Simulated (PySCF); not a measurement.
PySCF input for BOCl, SMILES ClB=O, B3LYP/pcJ-1. The structure is a stationary point at r2SCAN-D4/def2-TZVP.

```python
import numpy as np
from pyscf import gto, scf, dft
from pyscf.prop.ssc import rks as ssc

mol = gto.M(
    atom='''
    B     0.00000000    0.00000000   -0.62948651
    O     0.00000000    0.00000000   -1.83854889
    Cl    0.00000000    0.00000000    1.05034257
    ''',
    basis='pcJ-1',
    charge=0,
    spin=0,
    max_memory=1600,
    verbose=3,
)
mf = dft.RKS(mol, xc='b3lyp')
mf.grids.level = 3
mf.conv_tol = 1e-10
mf.max_cycle = 100
mf.kernel()
j = ssc.SSC(mf)
j.with_fcsd = True
j.max_cycle_cphf = 80
j.conv_tol = 1e-7
e11 = j.kernel()
```

Program output:

```
converged SCF energy = -557.471546040126
Reduced spin-spin coupling constant K (Hz)
               #0        #1        #2
        0 B    0.00000
        1 O   12.85488   0.00000
        2 Cl -20.56492  -6.61019   0.00000
Spin-spin coupling constant J (Hz)
               #0        #1        #2
        0 B    0.00000
        1 O  -17.45430   0.00000
        2 Cl -20.19687   2.74360   0.00000
```

The run converged.

Cost: around 13 core-seconds (rough).
